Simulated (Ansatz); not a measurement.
Program: Ansatz. Geometries: PBE0-D4/def2-TZVP. ΔE: electronic, gas phase. CCSD(T)/CBS adds triple-zeta CCSD(T) − MP2 to the extrapolated MP2 energy (def2 sets, frozen cores). This one scheme is used for every species. For Zn outer-core shells are correlated without core-valence functions, which leaves a few kJ/mol of doubt a bond. Scalar relativity is left out up to krypton. One conformer a species, not always the lowest.

`N[CH2][ZnH]` + `BSC=O` → `B[S][Zn][CH2]N` + `C=O`  (formal exchange of groups at a Zn–H bond)

| species | CCSD(T)/CBS(def2) energy (Eh) |
| --- | --- |
| `N[CH2][ZnH]` | -1874.10358 |
| `BSC=O` | -537.59283 |
| `B[S][Zn][CH2]N` | -2297.33975 |
| `C=O` | -114.39408 |

Work out ΔE.

ΔE = (-2297.33975) + (-114.39408) − (-1874.10358) − (-537.59283) = -0.03742 Eh = -23.5 kcal/mol.

What do rigid-rotor, harmonic-oscillator terms from PBE0-D4/def2-TZVP frequencies (298.15 K, 1 bar) make of the CCSD(T)/CBS value? (Best estimate.)

Computed: ΔZPE = +1.3 kcal/mol, ΔH = -21.3 kcal/mol, ΔS = 21 J/(mol·K), ΔG = -22.8 kcal/mol. Modes under 50 cm⁻¹ make the entropy rough.

Largest T1 diagnostic among the species: 0.018.

At CCSD(T), def2-SVP lies −1.0 kcal/mol from the extrapolated value and def2-TZVPP +1.2 kcal/mol. In def2-TZVPP, CCSD(T) changes the Hartree–Fock value by +2.1 kcal/mol (the triples alone add +0.6 kcal/mol) and MP2 by +1.8 kcal/mol. From BLYP to BHLYP (50 % exact exchange), in def2-TZVPP and without D4, ΔE moves by −2.8 kcal/mol.
